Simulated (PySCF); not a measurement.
HCl₃OTi, triplet, at a GFN2-xTB geometry (such geometries of metal compounds can be far from the true shape) (the multiplicity is a formal guess). Base run: DF-HF/def2-SVP run with PySCF.

Input for PySCF:
```python
from pyscf import gto, scf

mol = gto.M(
    atom='''
Ti   -0.54974885    0.09796153   -0.12187001
Cl    1.41842475    1.26250066   -0.23209330
Cl    0.69149532   -0.35310938    1.74838553
Cl   -0.31145690   -1.58084807   -1.40392371
O    -1.95692250    0.98389176    0.08434367
H    -2.82401938    1.38847767    0.09612609
''',
    basis='def2-svp',
    spin=2,
    verbose=4,
)

mf = scf.UHF(mol)
mf = mf.density_fit(auxbasis='def2-universal-jkfit')
mf.kernel()
mf.analyze()
```

Variants of this job, named by their change:

```json
[
 {"change": "base", "ΔE vs base (µEh)": "0.0", "SCF cycles": "20", "<S^2>": "2.018", "outcome": "converged"},
 {"change": "level_shift = 1.0 (with mf.max_cycle = 100)", "ΔE vs base (µEh)": "0.0", "SCF cycles": "50", "<S^2>": "2.018", "outcome": "converged"},
 {"change": "diis = off; damp = 0.6 (with mf.diis_start_cycle = 200; with mf.max_cycle = 150)", "ΔE vs base (µEh)": "-", "SCF cycles": "150", "<S^2>": "-", "outcome": "not converged"},
 {"change": "init_guess = sap", "ΔE vs base (µEh)": "0.0", "SCF cycles": "25", "<S^2>": "2.018", "outcome": "converged"},
 {"change": "DIIS = ADIIS", "ΔE vs base (µEh)": "-", "SCF cycles": "50", "<S^2>": "-", "outcome": "not converged"},
 {"change": "diis_space = 4", "ΔE vs base (µEh)": "0.0", "SCF cycles": "24", "<S^2>": "2.018", "outcome": "converged"},
 {"change": "diis = off; damp = 0.3 (with mf.diis_start_cycle = 200; with mf.max_cycle = 150)", "ΔE vs base (µEh)": "0.0", "SCF cycles": "102", "<S^2>": "2.018", "outcome": "converged"},
 {"change": "conv_tol = 1e-11", "ΔE vs base (µEh)": "0.0", "SCF cycles": "24", "<S^2>": "2.018", "outcome": "converged"},
 {"change": "solver = newton; init_guess = 1e", "ΔE vs base (µEh)": "0.0", "SCF cycles": "-", "<S^2>": "2.018", "outcome": "converged"},
 {"change": "diis = off (with mf.max_cycle = 100)", "ΔE vs base (µEh)": "-", "SCF cycles": "100", "<S^2>": "-", "outcome": "not converged"},
 {"change": "diis_space = 20", "ΔE vs base (µEh)": "0.0", "SCF cycles": "19", "<S^2>": "2.018", "outcome": "converged"},
 {"change": "conv_tol = 1e-6", "ΔE vs base (µEh)": "0.2", "SCF cycles": "13", "<S^2>": "2.018", "outcome": "converged"},
 {"change": "level_shift = 0.5 (with mf.max_cycle = 100)", "ΔE vs base (µEh)": "0.0", "SCF cycles": "35", "<S^2>": "2.018", "outcome": "converged"}
]
```

Open shells are given as the SCF converged; they aren't shown to be the lowest states, and a large step between rows can be another state.
